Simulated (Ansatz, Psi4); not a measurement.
The Ansatz (a first-principles code) input:
Ansatz 0.2 input:
```yaml
crystal:
  periodic: [false, false, false]
  atoms:
    - {symbol: Hg, position_ang: [-0.52262276, 0.06185863, -0.51025056]}
    - {symbol: Cl, position_ang: [2.16280555, 0.08435262, 0.27273084]}
    - {symbol: Cl, position_ang: [0.29659568, -0.37545207, 2.12844827]}
basis:
  gaussian:
    orbitals: def2-SVP
hamiltonian:
  xc: pbe0
magnetization: {spin_polarized: true, initial_magnetization: 2}
accuracy: high
```

Question: Give the equivalent Psi4 input.

Answer: This is not unique; one that fits is 
```
memory 2 GB

molecule mol {
0 3
  Hg   -0.522623    0.061859   -0.510251
  Cl    2.162806    0.084353    0.272731
  Cl    0.296596   -0.375452    2.128448
}

set basis def2-svp
set reference uks
set scf_type pk
set puream true
set d_convergence 1e-8
set dft_radial_points 99
set dft_spherical_points 590

energy('pbe0')
print_variables()
```

Both were run: Ansatz gave -1073.245170 Eh and Psi4 -1073.245169 Eh, 0.001 mEh apart.
